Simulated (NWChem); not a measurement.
Molecule: C2H4BNO2; SMILES COBN=C=O

```xyz
10

B     -0.4875    -0.5540     0.0745
H     -1.4591    -1.0042     0.6424
N      0.0338     0.7180     0.4417
C      0.3008     1.7888     0.9001
O      0.5828     2.8371     1.3308
O      0.1228    -1.2330    -0.9095
C     -0.3135    -2.4944    -1.3458
H     -0.5542    -2.4454    -2.4187
H      0.4955    -3.2281    -1.2078
H     -1.2045    -2.8353    -0.7934
```
Atoms are numbered in this order, from 1.

Level: PBE0/def2-SVP (NWChem), optimised geometry, unscaled harmonic frequencies. 

```
frequency (cm⁻¹)  IR intensity (km/mol)
----------------  ---------------------
38                                  1.0
80                                  1.8
133                                 2.3
214                                 0.2
289                                 3.1
423                                 9.1
600                                31.0
633                                30.7
899                                48.3
916                                76.2
1036                               38.6
1149                                0.0
1190                                0.4
1202                               83.6
1400                              596.6
1469                                4.8
1474                                6.9
1495                               92.2
1645                              213.0
2509                             1744.9
2603                              126.1
3046                               49.4
3147                               19.9
3155                               16.4
```

| Property | Result |
|---|---|
| zero-point energy | 43.9 kcal/mol |
| thermal correction to the enthalpy at 298.15 K (with zero-point energy) | 48.9 kcal/mol |
| heat capacity Cv | 21.1 cal/(mol K) |
| entropy at 298.15 K and 1 atm (symmetry number 1) | 83.1 cal/(mol K) |
| dipole moment | 3.25 D |

Rigid rotor and harmonic oscillator; modes under 100 cm⁻¹ make the entropy uncertain.
